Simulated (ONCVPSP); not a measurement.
**Configuration tests for Sb (ONCV)**

Sb, optimised norm-conserving Vanderbilt (ONCV), made with ONCVPSP 4.0.1 (BLYP, scalar-relativistic). Core [Ar] 3d10, reference 4s2 4p6 4d10 5s2 5p3. Waves: 4s+5s: rc 1.55 bohr, ncon 3, nbas 7, qcut 7.1 1/bohr, 2 projectors; 4p+5p: rc 1.40 bohr, ncon 3, nbas 7, qcut 11.7 1/bohr, 2 projectors; 4d: rc 1.20 bohr, ncon 4, nbas 9, qcut 10.3 1/bohr, 2 projectors, debl 2.4 Ha. Local part: polynomial inside 1.00 bohr (lpopt 3, dvloc0 -1 Ha). Core correction: Teter function, fcfact 5, rcfact 1.45.

Energies are relative to the spin-unpolarised reference configuration 4s2 4p6 4d10 5s2 5p3; without spin polarisation the order of configurations can differ from experiment.

Question: Give the all-electron excitation energy and the error of the potential for: 4s2 4p6 4d10 5s2 5p2; 4s2 4p6 4d10 5s2 5p1; 4s2 4p6 4d10 5s2 5p0; 4s2 4p6 4d10 5s0 5p5.

Answer:

```csv
valence configuration,charge,ΔE all-electron (eV),error AE − PS (meV)
4s2 4p6 4d10 5s2 5p2,+1,8.197,-1.7
4s2 4p6 4d10 5s2 5p1,+2,24.109,-5.1
4s2 4p6 4d10 5s2 5p0,+3,48.579,-10
4s2 4p6 4d10 5s0 5p5,0,16.552,-13
```
